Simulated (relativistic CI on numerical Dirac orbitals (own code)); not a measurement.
# Fe⁶⁺: resonant inelastic scattering at the L2,3 edge

Computed with this model: Dirac-Coulomb-Breit CI, separate exchange-only KLI orbitals for each configuration, QED by a radiative potential, valence Slater integrals scaled by 0.7, Kramers-Heisenberg scattering through one core-hole configuration in a parametric crystal field; configurations [Ar] 3d2 → [He] 2s2 2p5 3s2 3p6 3d3; 10 K; core-hole width 0.24 eV; summed over polarisations. Incident energies are the highest absorption maxima for each field (at most a few, so the weaker spin-orbit partner edge can be absent), on the computed scale of the free ion. Intensities are in per cent of the strongest line above 0.02 eV; levels within 1 cm⁻¹ are merged; final levels count from the ground level, the first row holds all elastic scattering, lines under 0.4 are left out and each table stops after 24 rows. The scale of the Slater integrals is a model choice and moves the terms in proportion.

Field parameters in Wybourne normalisation: D4h B²₀ = −7Ds, B⁴₀ = 21(Dq − Dt), B⁴₄ = 21√(5/14) Dq. The field is a parameter set, without covalency.

S is read from ⟨S²⟩ = S(S + 1).

D4h, 10Dq = 21950, Ds = -1500, Dt = -320 cm⁻¹:

| Final level (eV) | Degeneracy | Irrep | S | 725.4 eV | 725.9 eV | 736.2 eV |
| --- | --- | --- | --- | --- | --- | --- |
| 0.000 | 1 | B1 | 1.00 | 226.3 | 1145.7 | 177.0 |
| 0.004 | 1 | B2 | 1.00 | 15.9 | 247.4 | 7.9 |
| 0.051 | 2 | E | 1.00 | 13.5 | 44.6 | 90.3 |
| 0.091 | 1 | A1 | 1.00 | 23.8 | 5.4 | 56.0 |
| 0.115 | 1 | A2 | 1.00 | 23.6 | 49.9 | 7.2 |
| 0.373 | 2 | E | 1.00 | 12.6 | 61.3 | 41.4 |
| 0.381 | 1 | A1 | 1.00 | 1.0 | 14.1 | 10.9 |
| 1.864 | 1 | A1 | 0.01 | 3.9 | 21.6 | 1.4 |
| 1.970 | 2 | E | 0.04 | 11.8 | 37.5 | 16.8 |
| 2.322 | 1 | B2 | 0.11 | 9.4 | 15.3 | 17.4 |
| 2.378 | 1 | B1 | 0.01 | 7.0 | 19.6 | 56.3 |
| 2.664 | 1 | B1 | 1.00 | 23.9 | 100.0 | 17.8 |
| 2.682 | 1 | B2 | 0.96 | 5.9 | 3.6 | 16.6 |
| 2.692 | 2 | E | 0.99 | 5.9 | 29.6 | 58.6 |
| 2.707 | 1 | A2 | 1.00 | 9.3 | 5.8 | 13.6 |
| 2.709 | 1 | A1 | 1.00 | 38.0 | 22.5 | 20.2 |
| 3.102 | 1 | B1 | 1.00 | 18.3 | 79.8 | 51.3 |
| 3.103 | 2 | E | 1.00 | 27.8 | 60.6 | 49.3 |
| 3.992 | 1 | A1 | 0.99 | 0.5 | 0.5 | 10.3 |
| 3.996 | 2 | E | 1.00 | 4.4 | 6.7 | 5.2 |
| 4.319 | 1 | A1 | 0.04 | 4.5 | 13.8 | 12.0 |
| 4.804 | 2 | E | 0.03 | 6.3 | 2.4 | 7.0 |
| 4.829 | 1 | A2 | 0.01 | 4.2 | 18.2 | 6.1 |
| 5.044 | 1 | A2 | 1.00 | 2.5 | 24.1 | 3.8 |

D4h, 10Dq = 21950, Ds = -860, Dt = -320 cm⁻¹:

```
Final level (eV)  Degeneracy  Irrep     S  725.8 eV  736.1 eV  738.9 eV
           0.000           1     B1  1.00    1016.9     139.8     210.0
           0.004           1     B2  1.00     102.6      14.3     139.8
           0.037           2      E  1.00      72.4      44.2      34.6
           0.054           1     A1  1.00      15.2      35.5      34.3
           0.115           1     A2  1.00      53.8       0.7      53.4
           0.178           2      E  1.00      33.4      56.1       6.8
           0.210           1     A1  1.00      36.5      32.1       6.5
           1.974           2      E  0.04      19.1      13.0      86.0
           1.983           1     A1  0.01       8.4       0.2      58.5
           2.100           1     B2  0.06       5.6      13.5      12.7
           2.148           1     B1  0.01      14.7      41.6      31.2
           2.625           1     B1  1.00      74.9      28.1       6.3
           2.638           1     B2  0.98       0.4      15.1       9.2
           2.654           2      E  0.99      30.5      31.2      19.6
           2.669           1     A2  1.00       4.0      19.2      21.4
           2.671           1     A1  1.00      16.3      13.5       0.7
           3.029           1     B1  1.00      42.2      36.3      43.9
           3.030           2      E  1.00      48.7      44.8      24.4
           4.177           1     A1  0.69       6.1       3.7     100.0
           4.216           2      E  1.00       2.4       4.5       9.0
           4.265           1     A1  0.56       5.4      13.5       3.9
           4.777           2      E  0.52       8.1      19.3       8.0
           4.783           1     A2  1.00      16.4       3.5       5.9
           4.789           1     A1  0.99       0.3       1.9      26.3
```

For the first field the strongest loss at the lowest incident energy is the level at 2.71 eV (S = 1.00, against 1.00 in the thermal ground state). Levels of other spin, the first over 8 % at 1.86 eV, appear because spin-orbit coupling of the core hole, and in heavier ions of the valence shell too, mixes spins.
